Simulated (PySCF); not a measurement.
# Basis and Hamiltonian dependence of the ionisation energy of N²⁺

N²⁺ [He] 2s2 2p1 (2P) → N³⁺ [He] 2s2 (1S). All values are computed (PySCF 2.14, energy differences of UHF-based or UKS calculations, no spin-orbit coupling). Values in eV.

```csv
basis,Hamiltonian,functions,UHF,LDA,PBE0,MP2 (valence),CCSD(T) (valence),CCSD(T) (valence and next inner shell)
cc-pVDZ-DK,spin-free X2C,14,47.297,47.856,48.030,47.286,47.028,n/a
aug-cc-pVDZ-DK,spin-free X2C,23,47.308,47.860,48.036,47.302,47.051,n/a
ANO-RCC-VTZP,spin-free X2C,30,47.310,47.871,48.021,47.495,47.277,47.306
cc-pVTZ-DK,spin-free X2C,30,47.255,n/a,n/a,47.438,47.226,n/a
"x2c-TZVPPall with one added diffuse shell each of s, p, d type",spin-free X2C,40,47.293,47.856,48.001,47.463,47.239,47.266
dyall-av2z,non-relativistic,42,47.275,47.860,47.994,47.342,47.106,n/a
aug-cc-pVTZ,non-relativistic,46,47.265,47.833,47.970,47.451,n/a,n/a
x2c-QZVPPall,spin-free X2C,57,47.298,47.870,48.007,47.527,47.306,47.358
aug-cc-pCVTZ-DK,spin-free X2C,59,47.263,47.839,47.976,47.461,47.248,47.315
dyall-av3z,spin-free X2C,71,47.295,47.867,48.005,47.485,47.269,n/a
dyall-av3z,non-relativistic,71,47.299,47.871,48.008,47.488,47.270,n/a
aug-cc-pVQZ-DK,spin-free X2C,80,47.292,47.859,47.998,47.519,47.298,n/a
cc-pV5Z,non-relativistic,91,47.302,47.872,48.011,47.550,n/a,n/a
aug-cc-pwCVQZ,non-relativistic,109,47.296,47.867,48.004,47.534,n/a,n/a
```

Frozen in the all-electron rows: valence: 1s2; valence and next inner shell: nothing.

Between the lowest levels the reference is 47.445 eV (semi-empirical (NIST evaluation); NIST Atomic Spectra Database, ionization energies); it includes spin-orbit coupling, which these numbers lack.
